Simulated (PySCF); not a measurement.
Simulation results for CH3FNSi

Calculation on a computer-drawn molecule: the log of a Hartree-Fock and frozen-core CCSD(T) single point meant for a local Hartree-Fock minimum, with one planted fault or none, to be diagnosed. Offsets are logged minus clean, where the clean run is the same molecule without the fault. The reference is restricted for singlets and unrestricted otherwise, and also for a bond in bohr or an excited solution. Adding or removing an electron swaps singlet and doublet. The excited solution moves the top pair (singlet) or top alpha electron (doublet) to the lowest empty orbital. Highest occupied and lowest empty are orbital energies over both spins, largest force is the largest gradient component, triples share is (T) over the correlation energy, the T1 limit is 0.02 restricted and 0.045 unrestricted, electrons count all cores, a negative frequency is imaginary (commonest isotopes), and the dipole is about the centre of nuclear charge. Program: PySCF 2.14.0.

```xyz
7
formula=CH3FNSi meant_charge=0 meant_multiplicity=2 meant_basis=cc-pV(D+d)Z logged_electrons=39 logged_basis_functions=27 logged_SCF_converged=yes logged_spin_squared=0.997 logged_highest_occupied=-6.8392 logged_lowest_empty=5.4292 logged_largest_force=0.059327 logged_T1_diagnostic=0.040748 logged_D1_diagnostic=0.1877 logged_triples_share=0.022619 logged_CC_converged=yes logged_dipole_magnitude=2.1836 logged_SCF_stable_within_its_kind=yes logged_energy_HF=-476.47262 logged_energy_CCSD(T)=-476.67045 possible_faults=no_fault,one_electron_removed,one_electron_added,multiplicity_raised_by_two,geometry_at_a_saddle_point,SCF_held_on_an_excited_solution,minimal_basis_STO-3G,one_bond_length_entered_in_bohr,all_coordinates_scaled
C      0.3080     2.3828    -0.3657
N     -0.8445     1.8851    -0.2563
Si    -1.2711     0.5448     0.7411
F     -2.4011    -0.3089    -0.0315
H      1.2084     1.9725     0.1072
H      0.4651     3.2801    -0.9666
H     -0.1410    -0.3769     1.0135
```

Units: logged_highest_occupied, logged_lowest_empty in eV; logged_largest_force in hartree/bohr; logged_dipole_magnitude in debye; logged_energy_HF, logged_energy_CCSD(T) in hartree.

Drawn bonds:
```tsv
atom	other atom	order
1	2	1
2	3	2
3	4	1
1	5	1
1	6	1
3	7	1
```

To be estimated
1. CH3FNSi: planted fault?

## Answers
1. minimal basis STO-3G

Further results for CH3FNSi:

| Quantity | Value |
| --- | --- |
| HF energy offset from clean run | 3756 kcal/mol |
| CCSD(T) energy offset from clean run | 4008 kcal/mol |
